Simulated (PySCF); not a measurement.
# `C#CCN1C[C@H](C)C=N1`, C7H10N2

Cartesian coordinates in Å; atom numbers follow the order of the lines, from 1:
```xyz
19

C     3.418   -0.208   -0.771
C     2.596   -0.884   -0.224
C     1.519   -1.620    0.425
N     0.238   -0.962    0.321
C     0.076    0.404    0.832
C    -1.098    0.955    0.004
C    -2.388    1.091    0.812
C    -1.214   -0.137   -1.038
N    -0.453   -1.132   -0.824
H     4.167    0.348   -1.252
H     1.415   -2.601   -0.046
H     1.756   -1.753    1.488
H     0.997    0.980    0.678
H    -0.146    0.367    1.902
H    -0.861    1.918   -0.459
H    -3.207    1.393    0.163
H    -2.271    1.839    1.593
H    -2.646    0.139    1.273
H    -1.907   -0.126   -1.856
```

Computed, not measured: quadratic response B3LYP/def2-SVPD first hyperpolarisability, Taylor convention, gas phase in PySCF 2.14.0. Geometry: GFN2-xTB.

Give the tensor of the static β(0;0,0) in the axes of these coordinates.

In au, Taylor convention; rows are the first index (the induced dipole):
|  | xx | yy | zz | xy | xz | yz |
| --- | --- | --- | --- | --- | --- | --- |
| x | -64.1 | -6.5 | +52.7 | -37.8 | +66.4 | -1.5 |
| y | -37.8 | -40.3 | -44.4 | -6.5 | -1.5 | -18.6 |
| z | +66.4 | -18.6 | -4.8 | -1.5 | +52.7 | -44.4 |

Norm of βᵢ = ⅓ Σⱼ (βᵢⱼⱼ + βⱼᵢⱼ + βⱼⱼᵢ): 131.1 au, hyper-Rayleigh value 70.7 au.
